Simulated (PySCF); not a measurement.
H9NSi3, SMILES [SiH2]([SiH3])N[SiH3]. Heavy atoms are numbered as in [SiH3:1][NH:2][SiH2:3][SiH3:4]. Hydrogens are named by the atom that carries them.

Coordinates come from a PBE0-D3(BJ)/def2-SVP optimisation. The values are those of a single conformer.

These are PBE/pcSseg-1 (PySCF) values and carry that method's errors.

GIAO shieldings, no solvent; atoms alike by connectivity are averaged. δ = σ(ref) − σ: ²⁹Si against TMS (σ = 335.4 ppm); ¹⁵N against NH3 (σ = 267.0 ppm); ¹H against TMS (σ = 31.49 ppm), references at their B3LYP-D3(BJ)/def2-TZVP geometries, non-relativistic.

| atoms | nucleus | count | δ (ppm) |
|---|---|---|---|
| Si3 (SiH2) | ²⁹Si | 1 | (withheld) |
| Si1 (SiH3) | ²⁹Si | 1 | (withheld) |
| Si4 (SiH3) | ²⁹Si | 1 | (withheld) |
| N2 (NH) | ¹⁵N | 1 | 3.2 |
| H on Si3 | ¹H | 2 | 5.55 |
| H on Si1 | ¹H | 3 | 5.16 |
| H on Si4 | ¹H | 3 | 3.97 |
| H on N2 | ¹H | 1 | (withheld) |

### Question
Fill in the missing entries. (The exact figures need the calculation; the answer reports its results.)

### Answer

- H on N2, δ (ppm): -0.54
- Si4 (SiH3), δ (ppm): -111.7
- Si1 (SiH3), δ (ppm): -50.3
- Si3 (SiH2), δ (ppm): -42.6
